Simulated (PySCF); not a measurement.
# Property card for `c1ccc(-c2cccs2)nc1` (2-(2-thienyl)pyridine)

Compound: 2-(2-thienyl)pyridine, C₉H₇NS.
SMILES with atom numbers: `[cH:1]1[cH:2][cH:3][c:4](-[c:5]2[cH:6][cH:7][cH:8][s:9]2)[n:10][cH:11]1` (hydrogens: H12 on C1; H13 on C2; H14 on C3; H15 on C6; H16 on C7; H17 on C8; H18 on C11)

Some functional groups and rings: pyridine-type ring nitrogen and aromatic ring with sulfur.

GFN2-xTB geometry:

- Point group of the GFN2-xTB geometry: Cs
- Rotational constants A, B, C of the GFN2-xTB geometry: 2.838, 0.633, 0.517 GHz

PBE0/pcSseg-1 ground state and GIAO shieldings, non-relativistic (PySCF):

* Dipole moment: 1.19 D
* HOMO energy: -6.40 eV
* LUMO energy: -1.50 eV
* HOMO–LUMO gap: 4.90 eV
* Lowest Hirshfeld atomic charge: -0.15 e on N10
* Highest Hirshfeld atomic charge: +0.11 e on S9
* 13C chemical shifts (computed TMS as zero) by class: 157.4 (C4), 155.4 (C11), 153.6 (C5), 142.5 (C2), 134.8 (C8), 133.8 (C6), 133.0 (C7), 125.7 (C1), 123.5 (C3) ppm
* 1H chemical shifts (computed TMS as zero) by class: 8.89 (H18), 8.57 (H15), 7.90 (H13), 7.78 (H14), 7.27 (H16), 7.19 (H17), 7.16 (H12) ppm
* Isotropic shieldings of nuclei other than C and H, by class: -73 (N10), 293 (S9) ppm
* Mayer bond orders between heavy atoms: C1–C2 1.41, C2–C3 1.46, C3–C4 1.29, C4–C5 1.03, C5–C6 1.53, C6–C7 1.28, C7–C8 1.56, C8–S9 1.17, C4–N10 1.50, N10–C11 1.52, C11–C1 1.38, S9–C5 1.15

Monoisotopic mass from the formula: 161.0299 u.

A dipole of 1.19 D is allowed in Cs, and pure rotational transitions are dipole-allowed. With B = h/(8π²I), that is 505.379 GHz u Å² over I, the principal moments of inertia are 178.1, 798.8 and 976.9 u Å² (most abundant isotopes). The rotational constants make it an asymmetric top with κ = (2B − A − C)/(A − C) = -0.90, nearer the prolate limit (−1). In atomic units the dipole is 0.47 e·bohr (1 au = 2.5417 D).

Isolated species at its GFN2-xTB geometry (one conformer only).

Conformer computed: `[cH:1]1[cH:2][cH:3][c:4](-[c:5]2[cH:6][cH:7][cH:8][s:9]2)[n:10][cH:11]1`: C3–C4–C5–C6 180°.
